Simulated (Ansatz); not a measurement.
System: C₅H₁₁O, charge 0, multiplicity 2. SMILES: CCC[C@H](C)[O]
Geometry: optimised at B3LYP-D3(BJ)/def2-TZVP (Ansatz, a quantum-chemistry and plane-wave program).

Wanted: atomisation energy, in kcal/mol. Set-up: no spin-orbit coupling; dispersion terms only where a functional's name holds one; UHF or UKS for open shells; atomisation electronic, to ground-state atoms; non-relativistic; valence correlation only; 6-31G* and kin with 6d, 5d where marked. CBS(X,Y): correlation extrapolated as X^-3; Hartree-Fock from the larger set. The bracket is a focal-point correction in the basis named. Ab initio and DFT rows: single points at B3LYP-D3(BJ) geometries (Ansatz).

| species | coefficient | E at B3LYP/6-31G* (Ansatz), Eh | E at wB97X-V/def2-TZVPD (Ansatz), Eh |
|---|---|---|---|
| CCC[C@H](C)[O] | -1 | -272.31664 | -272.33687 |
| C atom | +5 | -37.84628 | -37.84665 |
| H atom | +11 | -0.50027 | -0.50049 |
| O atom | +1 | -75.06062 | -75.06921 |

Coupled cluster (Ansatz) is a level with limits of its own, used here on species with T1 under 0.025 (0.045 for open shells) and stable references: RI-MP2/CBS(cc-pVTZ,cc-pVQZ)+[CCSD(T)-MP2]/cc-pVTZ. Value to compare with, RI-MP2/CBS(cc-pVTZ,cc-pVQZ)+[CCSD(T)-MP2]/cc-pVTZ (Ansatz): 1583.1 kcal/mol. 1 Eh = 627.5095 kcal/mol.

Question: Work the quantity out at each level, and compare with RI-MP2/CBS(cc-pVTZ,cc-pVQZ)+[CCSD(T)-MP2]/cc-pVTZ (Ansatz).

Answer: 
- B3LYP/6-31G*: the sum of coefficient times E is 2.52165 Eh, or 1582.36 kcal/mol. Result: 1582.4 kcal/mol. Its difference against RI-MP2/CBS(cc-pVTZ,cc-pVQZ)+[CCSD(T)-MP2]/cc-pVTZ (Ansatz) is -0.7 kcal/mol.
- wB97X-V/def2-TZVPD: the sum of coefficient times E is 2.52902 Eh, or 1586.98 kcal/mol. Result: 1587.0 kcal/mol. Its difference against RI-MP2/CBS(cc-pVTZ,cc-pVQZ)+[CCSD(T)-MP2]/cc-pVTZ (Ansatz) is 3.9 kcal/mol.
